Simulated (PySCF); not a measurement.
Delta-SCF ions had no search for a lower state. Excitations are Tamm–Dancoff values on a coarser integration grid. The basis has no diffuse functions, so Rydberg states are missing or too high.

## C5H4, SMILES `C#CC#CC` (charge 0, multiplicity 1)

Level of theory: PBE-D3(BJ)/def2-TZVP // B3LYP-D3(BJ)/def2-TZVP (PySCF).

```
Property                                                        Value
--------------------------------------  -----------------------------
HOMO                                                         -6.08 eV
dipole moment                                                  1.41 D
HOMO–LUMO gap                                                 4.72 eV
LUMO                                                         -1.36 eV
S1 excitation (TDA)                                           4.72 eV
S1 oscillator strength                                          0.000
vertical ionisation energy (Delta-SCF)                        9.14 eV
total energy                                             -192.6311 Ha
cost                                    very roughly 2.1 core-minutes
```

Bonded distances (Å): C1–C2 1.206, C1–H6 1.062, C2–C3 1.363, C3–C4 1.207, C4–C5 1.450, C5–H7 1.092, C5–H8 1.092, C5–H9 1.092. Bond angles (°): C2–C1–H6 180.0, C1–C2–C3 180.0, C2–C3–C4 180.0, C3–C4–C5 180.0, C4–C5–H7 110.9, C4–C5–H8 110.9, C4–C5–H9 110.9, H7–C5–H8 108.0, H7–C5–H9 108.0, H8–C5–H9 108.0.
